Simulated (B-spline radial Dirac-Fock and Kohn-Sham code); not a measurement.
# Neutral titanium: differential elastic cross section for electrons at 1.28 keV

Level of theory: relativistic (Dirac) partial waves in the static field of the Dirac-Fock atom with Furness-McCarthy exchange, without polarisation or absorption potentials; a radial finite-basis atomic code.

| θ (°) | dσ/dΩ (a₀²/sr) | Sherman function |
| --- | --- | --- |
| 0 | 177 | 0.000 |
| 10 | 11.4 | 0.000 |
| 20 | 1.64 | 0.000 |
| 30 | 0.521 | 0.001 |
| 40 | 0.239 | 0.003 |
| 50 | 0.126 | 0.005 |
| 60 | 0.0764 | 0.006 |
| 70 | 0.0524 | 0.002 |
| 80 | 0.0402 | -0.004 |
| 90 | 0.0339 | -0.011 |
| 100 | 0.0311 | -0.017 |
| 110 | 0.0303 | -0.020 |
| 120 | 0.0307 | -0.020 |
| 130 | 0.0319 | -0.018 |
| 140 | 0.0333 | -0.015 |
| 150 | 0.0348 | -0.011 |
| 160 | 0.0360 | -0.007 |
| 170 | 0.0367 | -0.004 |
| 180 | 0.0370 | 0.000 |

The total elastic cross section is 6.38 a₀², the first transport cross section 0.620 a₀² and the second, weighted with (3/2) sin²θ, 0.960 a₀². The mean deflection is ⟨1 − cos θ⟩ = 0.0971, and 3.2 % of the collisions scatter beyond 90°.

On this grid of angles the cross section has a minimum near 110°, from interference among the few low partial waves with large phase shifts.

Values without a named source are computed, but for edge energies of neutral atoms, which are taken from tables.
